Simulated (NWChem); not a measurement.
System: disulfane (H2S2); SMILES SS

Input file for NWChem:

```
start job
memory heap 200 mb stack 900 mb global 1100 mb
geometry units angstroms noautosym nocenter noautoz
  S      0.020651    -1.036052     0.078241
  S     -0.020651     1.036052     0.078241
  H     -0.931984    -1.250775    -0.861827
  H      0.931984     1.250775    -0.861827
end
basis spherical
  S library aug-cc-pvtz
  H library aug-cc-pvtz
end
dft
  xc xpbe96 cpbe96
  iterations 150
end
property
  response 1 0.0
end
task dft property
```

Parts of the log:

```
             Northwest Computational Chemistry Package (NWChem) 7.3.0
             --------------------------------------------------------

                             Geometry "geometry" -> ""
                             -------------------------

 Output coordinates in angstroms (scale by  1.889725989 to convert to a.u.)

  No.       Tag          Charge          X              Y              Z
 ---- ---------------- ---------- -------------- -------------- --------------
    1 S                   16.0000     0.02065100    -1.03605200     0.07824100
    2 S                   16.0000    -0.02065100     1.03605200     0.07824100
    3 H                    1.0000    -0.93198400    -1.25077500    -0.86182700
    4 H                    1.0000     0.93198400     1.25077500    -0.86182700

 Effective nuclear repulsion energy (a.u.)      84.4531724817

  pbe96 is a nonlocal functional; adding pw91lda local functional.
                              NWChem Property Module
                              ----------------------

                                 NWChem DFT Module
                                 -----------------

 Summary of "ao basis" -> "ao basis" (spherical)
 ------------------------------------------------------------------------------
       Tag                 Description            Shells   Functions and Types
 ---------------- ------------------------------  ------  ---------------------
 S                        aug-cc-pvtz               16       50   6s5p3d2f
 H                        aug-cc-pvtz                9       23   4s3p2d

            General Information
            -------------------
          SCF calculation type: DFT
          Wavefunction type:  closed shell.
          No. of atoms     :     4
          No. of electrons :    34
           Alpha electrons :    17
            Beta electrons :    17
          Charge           :     0
          Spin multiplicity:     1
          Use of symmetry is: off; symmetry adaption is: off
          Maximum number of iterations: 150
          AO basis - number of functions:   146
                     number of shells:    50
          Convergence on energy requested:  1.00D-06
          Convergence on density requested:  1.00D-05
          Convergence on gradient requested:  5.00D-04

              XC Information
              --------------
          PerdewBurkeErnzerhof Exchange Functional  1.000
            Perdew 1991 LDA Correlation Functional  1.000 local
           PerdewBurkeErnz. Correlation Functional  1.000 non-local

             Grid Information
             ----------------
          Grid used for XC integration:  medium
          Radial quadrature: Mura-Knowles
          Angular quadrature: Lebedev.
          Tag              B.-S. Rad. Rad. Pts. Rad. Cut. Ang. Pts.
          ---              ---------- --------- --------- ---------
          S                   1.00       88          14.0       590
          H                   0.35       45          14.0       434
          Grid pruning is: on
          Number of quadrature shells:   266
          Spatial weights used:  Erf1

      Superposition of Atomic Density Guess
      -------------------------------------

 Sum of atomic energies:        -795.97381232

      Non-variational initial energy
      ------------------------------

 Total energy =    -796.361375
 1-e energy   =   -1267.932853
 2-e energy   =     387.118306
 HOMO         =      -0.290744
 LUMO         =      -0.021832

   convergence    iter        energy       DeltaE   RMS-Dens  Diis-err
 ---------------- ----- ----------------- --------- --------- ---------
 d= 0,ls=0.0,diis     1   -797.2438486925 -8.82D+02  4.47D-03  6.17D-01
 d= 0,ls=0.0,diis     2   -797.2592775889 -1.54D-02  2.14D-03  1.09D-01
 d= 0,ls=0.0,diis     3   -797.2691762151 -9.90D-03  7.63D-04  5.02D-02
 d= 0,ls=0.0,diis     4   -797.2774249861 -8.25D-03  1.06D-04  3.57D-04
 d= 0,ls=0.0,diis     5   -797.2774816017 -5.66D-05  2.50D-05  3.15D-05
  Resetting Diis
 d= 0,ls=0.0,diis     6   -797.2774869111 -5.31D-06  3.29D-06  4.30D-07
 d= 0,ls=0.0,diis     7   -797.2774869643 -5.33D-08  1.89D-06  4.21D-08

         Total DFT energy =     -797.277486964320
      One electron energy =    -1268.922000005009
           Coulomb energy =      438.888482867194
    Exchange-Corr. energy =      -51.697142308211
 Nuclear repulsion energy =       84.453172481705

 Numeric. integr. density =       33.999989946215

                       DFT Final Molecular Orbital Analysis
                       ------------------------------------

 Vector   15  Occ=2.000000D+00  E=-3.273181D-01
              MO Center= -1.5D-09,  4.2D-09,  1.7D-01, r^2= 2.7D+00
   Bfn.  Coefficient  Atom+Function         Bfn.  Coefficient  Atom+Function
  ----- ------------  ---------------      ----- ------------  ---------------
    11      0.295608  1 S  py                61     -0.295608  2 S  py
    12     -0.194697  1 S  pz                62     -0.194697  2 S  pz
     5     -0.174865  1 S  s                 55     -0.174865  2 S  s
    17      0.149949  1 S  py                67     -0.149949  2 S  py
     3     -0.137915  1 S  s                 53     -0.137915  2 S  s

[...]

 DFT Linear Response polarizability / au
 Frequency  =       0.0000000 / au
              X              Y              Z
 -----------------------------------------------
 X      39.8265573      2.2162098      0.0000000
 Y       2.2162435     58.6229133      0.0000000
 Z       0.0000000      0.0000000     39.6826785
 -----------------------------------------------
 Eigenvalues =      39.5687871     58.8806835     39.6826785
 Isotropic   =      46.0440497
 Anisotropic =      19.2552033
 -----------------------------------------------

 Magnetic Dipole Response Matrix (nonzero elements):

 Exiting AOResponse driver routine
```

Level: PBE/aug-cc-pVTZ. Coordinates come from a PBE0/def2-SVP optimisation.
